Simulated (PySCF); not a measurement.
C7H5FO.
Z-matrix (Å and degrees, PBE0-D3(BJ)/def2-TZVP geometry), rows numbered from 1:
```
O 
C   1  1.1835
F   2  1.3494  1  119.92
C   2  1.4713  1  127.78  3   179.95
C   4  1.3922  2  121.96  1  -179.36
C   5  1.3845  4  119.66  2   179.86
C   6  1.3876  5  120.05  4     0.04
C   7  1.3892  6  120.30  5     0.01
C   8  1.3824  7  119.94  6    -0.04
H   5  1.0819  4  119.75  2    -0.12
H   6  1.0833  5  119.85  4  -179.96
H   7  1.0839  6  119.84  5  -180.00
H   8  1.0833  7  120.11  6   179.98
H   9  1.0830  4  118.84  2     0.08
```

The closed-shell ground state was solved at several levels (PySCF, density fitting, gas phase, non-relativistic). Isolated species at its PBE0-D3(BJ)/def2-TZVP geometry (one conformer only).

| level | basis functions | total energy (Eh) | HOMO (eV) | LUMO (eV) | gap (eV) | dipole (D) |
| --- | --- | --- | --- | --- | --- | --- |
| B97-2/pcSseg-2 | 394 | -444.8521 | -7.76 | -1.99 | 5.77 | 3.98 |
| wB97X-D/pcSseg-2 | 394 | -444.8558 | -9.76 | -0.23 | 9.53 | 3.95 |
| PBE0/pcSseg-2 | 394 | -444.5122 | -8.01 | -1.97 | 6.04 | 3.98 |

Q: Estimate the row for KT3/pcSseg-2, a basis of 394 functions; the other rows only guide the guess.

A: Total energy -451.6324 Eh, HOMO -6.99 eV, LUMO -2.77 eV, gap 4.22 eV, dipole 3.89 D.

Q: Over all these levels, which gives the widest orbital gap and which the narrowest?

A: wB97X-D/pcSseg-2 (range-separated hybrid) has the widest, 9.53 eV, and KT3/pcSseg-2 (GGA) the narrowest, 4.22 eV. From the narrowest to the widest the HOMO moves by -2.77 eV and the LUMO by +2.54 eV.

Q: In the pcSseg-2 basis, how does the gap go with the fixed share of exact exchange?

A: KT3 (0 %) 4.22 eV; B97-2 (21 %) 5.77 eV; PBE0 (25 %) 6.04 eV. Each rise in the share widens the gap here.

Q: How far do the dipole and the HOMO energy spread over the levels?

A: The dipole runs from 3.89 to 3.98 D (mean 3.95 D) and the HOMO from -9.76 to -6.99 eV.

Note: wB97X-D ran without an empirical dispersion term, which enters the total energy and its gradient alone.
